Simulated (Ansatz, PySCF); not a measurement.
System: B₂H₄, net charge 0, singlet state. 
Geometry from a B3LYP-D3(BJ)/def2-TZVP (Ansatz, a first-principles code) optimisation:
```
B
H 1 1.1966
H 1 1.1966 2 115.74
B 1 1.6266 2 122.13 3 -180.00
H 4 1.1966 1 122.13 2 90.00
H 4 1.1966 5 115.74 1 180.00
```

Quantity: vertical ionisation energy (to the doublet state of charge +1; each state is the SCF solution reached for its spin; the molecule has degenerate orbitals, so one determinant may break the symmetry), in eV. Cores are frozen in the correlated levels unless marked. Open shells are spin-unrestricted. No spin-orbit coupling. No relativistic terms. CBS(X,Y): correlation extrapolated as X^-3; Hartree-Fock from the larger set. The bracket is a focal-point correction in the basis named.

```csv
level,program,vertical ionisation energy (eV)
PBE/def2-TZVPD,Ansatz,11.09
B3LYP/def2-TZVPD,Ansatz,11.32
M06-2X/def2-TZVPD,PySCF,?
B2PLYP/def2-TZVPD,Ansatz,11.31
CCSD/def2-SVPD,Ansatz,?
CCSD/def2-TZVPPD,Ansatz,?
"RI-MP2/CBS(aug-cc-pVTZ,aug-cc-pVQZ)+[CCSD(T)-MP2]/aug-cc-pVTZ",Ansatz,11.50
```

### Question
What belongs in the gaps?

### Answer

- M06-2X/def2-TZVPD, vertical ionisation energy (eV): 11.36
- CCSD/def2-SVPD, vertical ionisation energy (eV): 11.35
- CCSD/def2-TZVPPD, vertical ionisation energy (eV): 11.39
